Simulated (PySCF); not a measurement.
Run record: geometry optimisation, `C=C=[CH][GeH3]`.

Computed with PBE0-D3(BJ)/def2-SVP geometry optimisation, gas phase (PySCF 2.14.0). Start geometry: GFN2-xTB. The command runs a driver script over a list of jobs; the input below is this job's line of settings and its coordinates in Å.

Command:
```bash
OMP_NUM_THREADS=1 python probes_run.py task.json out
```

Input:
```
{"job": {"xc": "PBE0", "basis": "def2-SVP", "d3": "d3bj", "grid": 1, "shake": 0.01, "kind": "geom"}, "charge": 0, "multiplicity": 1}
C      2.227060    -0.345740    -0.300270
C      1.064850     0.259940    -0.098520
C     -0.108180     0.807070     0.101060
Ge    -1.726590    -0.179950     0.180660
H      2.811760    -0.689240     0.497920
H      2.596940    -0.451030    -1.300880
H     -0.147960     1.879720     0.251540
H     -1.525810    -1.636580    -0.039400
H     -2.425760     0.015750     1.531870
H     -2.715860     0.319140    -0.845030
```

Output:
```
step   0  E = -2194.10227260  max force = 0.043957
step   1  E = -2194.10544062  max force = 0.013199
step   2  E = -2194.10666991  max force = 0.007451
step   3  E = -2194.10715423  max force = 0.002282
step   4  E = -2194.10723537  max force = 0.000917
step   5  E = -2194.10724034  max force = 0.000254
optimisation converged
```

Energies in Eh; «max force» is the largest Cartesian gradient component in Eh/bohr.

Question: Give the first gradient maximum in eV/Å.

Answer: With 1 Eh/bohr = 51.422 eV/Å, 2.260 eV/Å.

Main results: final energy -2194.10724 Eh after 5 steps; dipole 0.30 D.

Question: Give the final coordinates.

Answer: 0.053 Å rms from the input after alignment:
```
atom  x, y, z in Å
C1     2.2075   -0.1537   -0.3386
C2     1.0258    0.3563   -0.0993
C3    -0.1700    0.8295    0.1374
Ge4   -1.7285   -0.3310    0.2023
H5     2.8495   -0.4979    0.4787
H6     2.5876   -0.2442   -1.3612
H7    -0.2983    1.9069    0.3056
H8    -1.2763   -1.7764   -0.0597
H9    -2.3992   -0.2293    1.5861
H10   -2.7508    0.1051   -0.8655
```

Hardware: an Arm Neoverse V1 with one thread, no GPU, shared host with 64 logical CPUs at a one-minute load of 31. Cost: 24 s, 0.42 GiB resident at most.
Labels such as C1 count atoms from 1, the log's own numbers from 0.
